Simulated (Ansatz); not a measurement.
Basis sets compared for W(SH)F5 (HWSF₅). Charge 0, multiplicity 1. Geometry PBE-D4/def2-SVP. Ansatz on 2 threads of AMD EPYC 7R13 on a shared host; times are rough, and most runs start from earlier orbitals.

```xyz
8

W     0.164    0.391    0.101
S    -0.381   -1.899    0.491
H    -0.970   -2.174   -0.706
F     0.463    2.159   -0.489
F     0.858    0.292    1.823
F    -0.636    0.064   -1.556
F    -1.396    1.094    0.860
F     1.899    0.074   -0.525
```

In the def2 sets W takes a core potential; there is no spin–orbit coupling.

Binding counts from free atoms (W quintet, S triplet, H doublet, F doublet) in the same basis, without a counterpoise term.

```json
{"level": "PBE-D4/def2-SVP", "functions": "125", "energy (Eh)": "-964.2750", "HOMO (eV)": "-7.61", "LUMO (eV)": "-5.31", "binding per atom (eV)": "–", "wall time": "1.8 s"}
{"level": "PBE-D4/def2-TZVP", "functions": "238", "energy (Eh)": "-965.0457", "HOMO (eV)": "-7.65", "LUMO (eV)": "-5.30", "binding per atom (eV)": "–", "wall time": "3.1 s"}
{"level": "PBE0-D4/def2-SVP", "functions": "125", "energy (Eh)": "-964.2055", "HOMO (eV)": "-9.01", "LUMO (eV)": "-4.88", "binding per atom (eV)": "–", "wall time": "2.7 s"}
{"level": "PBE0-D4/def2-TZVP (with forces)", "functions": "238", "energy (Eh)": "-964.9800", "HOMO (eV)": "-8.96", "LUMO (eV)": "-4.75", "binding per atom (eV)": "–", "wall time": "8 s"}
{"level": "ωB97X-V/def2-TZVP", "functions": "238", "energy (Eh)": "-965.3271", "HOMO (eV)": "-11.16", "LUMO (eV)": "-2.61", "binding per atom (eV)": "4.22", "wall time": "15 s"}
```

Question: Estimate the rows for PBE-D4/def2-TZVPD, PBE0-D4/def2-TZVPD, ωB97X-V/def2-TZVPD.

Answer: 
```tsv
level	functions	energy (Eh)	HOMO (eV)	LUMO (eV)	binding per atom (eV)	wall time
PBE-D4/def2-TZVPD	298	-965.0516	-7.66	-5.32	–	8.5 s
PBE0-D4/def2-TZVPD	298	-964.9861	-8.94	-4.74	–	11 s
ωB97X-V/def2-TZVPD	298	-965.3338	-11.14	-2.60	4.22	13 s
```
